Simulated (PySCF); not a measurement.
Interval between two levels of Zn(3+) by level of theory

Zn(3+) [Ar] 3d9 [2D5/2, M_J = 5/2] → Zn(3+) [Ar] 3d8 4s1 [4F9/2, M_J = 9/2], as a difference of total energies. Computed with PySCF 2.14 in x2c-TZVPall-2c, with the two-component X2C-1e Hamiltonian. Correlated levels: [Ne] frozen; the 6 highest virtual spinors dropped. "Screened" scales the spin-orbit matrix elements by Boettger's factors to mimic the two-electron term; Breit and QED terms are absent.

```json
{"method": "GHF (spin-free)", "interval between two levels (cm⁻¹)": "121450"}
{"method": "GMP2 (spin-free)", "interval between two levels (cm⁻¹)": "135080"}
{"method": "GHF (screened spin-orbit)", "interval between two levels (cm⁻¹)": "120700"}
{"method": "GMP2 (screened spin-orbit)", "interval between two levels (cm⁻¹)": "134330"}
```

The labels give the starting determinants; with spin-orbit coupling the two ends relaxed to ⟨J²⟩ = 8.75, ⟨L²⟩ = 6.00, ⟨S²⟩ = 0.75 and ⟨J²⟩ = 24.75, ⟨L²⟩ = 12.01, ⟨S²⟩ = 3.75.
